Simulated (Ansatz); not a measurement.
Geometry optimisation, RKS PBE0-D4/def2-SVP (Ansatz 0.2.0).

The input (input.yaml):

```yaml
crystal:
  periodic: [false, false, false]
  atoms:
    - { symbol: Al, position_ang: [0.0, 0.0, 0.0] }
    - { symbol: O, position_ang: [0.0, 0.0, 2.13] }
    - { symbol: H, position_ang: [-0.9095, -0.2814, 2.4671] }
    - { symbol: F, position_ang: [1.4635, 0.0, -0.845] }
    - { symbol: H, position_ang: [-1.351, 0.0, -0.78] }
    - { symbol: Cl, position_ang: [0.1134, 2.3983, 0.7978] }
    - { symbol: H, position_ang: [0.0597, 1.263, 1.9417] }
basis:
  gaussian: { orbitals: def2-SVP }
hamiltonian:
  xc: pbe0
  dispersion: d4
relax:
  f_tol: 0.15
  max_steps: 25
  restrain:
    - { distance: [0, 5], at: 3.43, k: 30.0 }
    - { distance: [6, 1], at: 2.21, k: 30.0 }
    - { distance: [0, 1], at: 1.78, k: 30.0 }
    - { distance: [6, 5], at: 1.37, k: 30.0 }
```

Command:

```bash
$ ansatz run input.yaml --threads 2 --pin off --max-ram 3072MiB --backend cpu --events-out ev --progress --plain --runs-dir out
```

**Question.** Where does it end, and by what steps?

**Answer.** The forces met the threshold. The restraints hold the end off the free minimum. After 8 steps the energy has fallen by 0.334 eV (the restraints' own energy left out); Cl6 moved furthest, 0.70 Å. Parted: Al1–Cl6 (2.53 → 3.42 Å).

```
step  energy less start (eV)  largest force component (eV/Å)  accepted
   0                  0.0000                           2.486       yes
   1                  0.3783                           2.151       yes
   2                  0.2245                           1.794       yes
   3                 -0.0900                           1.517       yes
   4                 -0.2112                           1.564       yes
   5                 -0.2374                           1.896       yes
   6                 -0.3089                           1.032       yes
   7                 -0.3222                           1.090       yes
   8                 -0.3340                           1.029       yes
```

```xyz
7
Properties=species:S:1:pos:R:3
Al -0.097 -0.237 0.028
O -0.061 -0.267 1.777
H -0.859 -0.442 2.279
F 1.395 -0.204 -0.694
H -1.404 -0.344 -0.828
Cl 0.112 2.976 1.190
H 0.291 1.899 1.959
```

The run took 13 s on 2 threads of Arm Neoverse V2 (shared host), peak memory 0.15 GiB.
